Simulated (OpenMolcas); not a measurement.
Mo5+ (d1) among equal point charges was computed by CASSCF with the d shell active (OpenMolcas, ANO-RCC-VDZP on the metal). Its lowest spin-free states, and all those of the highest spin:

```csv
2S+1,Degeneracy,E (cm-1)
2,1,0.0
2,2,4708
2,2,5317
```

**Question.** Is the site octahedral, tetrahedral or cube-like, axial, or of lower symmetry?

**Answer.** The states with 2S+1 = 2 have orbital degeneracies 1, 2, 2. There are pairs but no triples, so the site is axial: not cubic, but with a proper or improper axis of order three or more. The run had Mo5+ among 6 point charges of -1.7 e arranged as a trigonal prism (D3h), 2.1 Å from the ion, with a polar angle of 57.9° against the regular 49.1°.

This is an electrostatic model: the charges have no orbitals. No measured value stands beside these numbers.
